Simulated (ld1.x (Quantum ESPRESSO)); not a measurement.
## Co: one change to an RRKJ potential, before and after

ld1.x (Quantum ESPRESSO) 7.5 input, shortened:

```
&input
   title='Co', zed=27., rel=1, dft='PZ', iswitch=3,
   config='[Ar] 3d7 4s0 4p0'
 /
 &inputp
   pseudotype=2, tm=.false., rho0=0.02, lloc=0,
   nlcc=.true., rcore=0.45
 /
3
3P  2  1   6.00   0.00  1.05  1.05  0.0
3D  3  2   7.00   0.00  0.80  0.80  0.0
3S  1  0   2.00   0.00  1.15  1.15  0.0
 &test
   configts(1)='3s2 3p6 3d7 4s0 4p0'
 /
```

All-electron outer shells of the reference configuration (LDA (PZ), scalar-relativistic, ld1.x):

| shell | level (eV) | outermost node (bohr) | outermost maximum (bohr) |
| --- | --- | --- | --- |
| 2p | -788.36 | – | 0.17 |
| 3s | -121.03 | 0.31 | 0.67 |
| 3p | -84.69 | 0.28 | 0.68 |
| 3d | -27.39 | – | 0.66 |
| 4s | -21.11 | 0.95 | 2.07 |
| 4p | -14.70 | 1.03 | 2.47 |

Change: wave 3d (bound): rc 0.80 bohr becomes 3d (bound): rc 1.16 bohr.

Cutoffs: the cutoffs (Ry, on a coarse ladder) from which the occupation-weighted sum of valence levels, in a spherical-Bessel basis at the reference potential, stays within 10 and 1 mRy of its value at 400 Ry; they do not see the model core or the augmentation charge, which bear on the density cutoff. Errors are all-electron minus pseudo energies relative to the spin-unpolarised reference configuration.

What does the change do?

The potential gets softer (230 Ry and 300 Ry → 140 Ry and 200 Ry); of the 9 tests that both files solve, the error grows in 1 and shrinks in 1 by more than 15 % and 0.3 meV (median size 702.0 → 701.3 meV); neither file shows a bound ghost. A larger radius leaves more room for a smooth pseudo-wave, so fewer plane waves are needed.

| quantity | base | changed |
| --- | --- | --- |
| cutoff, loose | 230 Ry | 140 Ry |
| cutoff, tight | 300 Ry | 200 Ry |
| loose cutoff by channel (10 mRy a level) | p 60 Ry, d 200 Ry, s 70 Ry | p 60 Ry, d 110 Ry, s 70 Ry |
| bound ghosts | none | none |
| error for 3s2 3p6 3d7 4s2 4p0, meV [ΔE -26.38 eV] | +1088 | +1086 |
| error for 3s2 3p6 3d7 4s1 4p0, meV [ΔE -17.08 eV] | +702 | +701 |
| error for 3s2 3p6 3d6 4s0 4p0, meV [ΔE 36.19 eV] | +23 | +26 |
| error for 3s2 3p6 3d8 4s1 4p0, meV [ΔE -27.62 eV] | +427 | +423 |
| error for 3s2 3p6 3d7.5 4s1.5 4p0, meV [ΔE -27.36 eV] | +714 | +712 |
| error for 3s1 3p6 3d7 4s2 4p0, meV [ΔE 83.61 eV] | +1877 | +1810 |
| error for 3s2 3p6 3d8 4s0 4p0, meV [ΔE -19.68 eV] | +11 | +6.9 |
| error for 3s2 3p6 3d7 4s0 4p0 (spin-polarised), meV [ΔE -2.07 eV] | +90 | +128 |
| error for 3s2 3p6 3d7 4s2 4p0 (spin-polarised), meV [ΔE -28.36 eV] | +1160 | +1195 |
| s: phases at 1.25 bohr within 0.05 rad from the reference energy up to (Ry; the scan ends near 5) | -1.5 | -1.5 |
| p: phases at 1.25 bohr within 0.05 rad from the reference energy up to (Ry; the scan ends near 5) | 2.0 | 2.0 |
| d: phases at 1.25 bohr within 0.05 rad from the reference energy up to (Ry; the scan ends near 5) | to the end of the scan | to the end of the scan |
